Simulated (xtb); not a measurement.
H₂S₂, charge -1, doublet, at the geometry of the source list (a state made from the parent by changing its charge; the spin is typed, not shown lowest). Base run: GFN0-xTB (xtb).

xtb was given this input:
```
$ xtb mol.xyz --gfn 0 --chrg -1 --uhf 1 --json

# file mol.xyz
4

S     -0.90190000     0.44390000     0.48700000
S      0.90020000     0.45720000    -0.47780000
H     -1.53060000    -0.45050000    -0.29230000
H      1.53240000    -0.45060000     0.28310000
```

Variants of this job, named by their change:

```tsv
change	ΔE vs base (kcal/mol)
base	0.000
acc = 1000	0.000
etemp = 3000	-0.241
acc = 30	0.000
acc = 0.0001	0.000
```
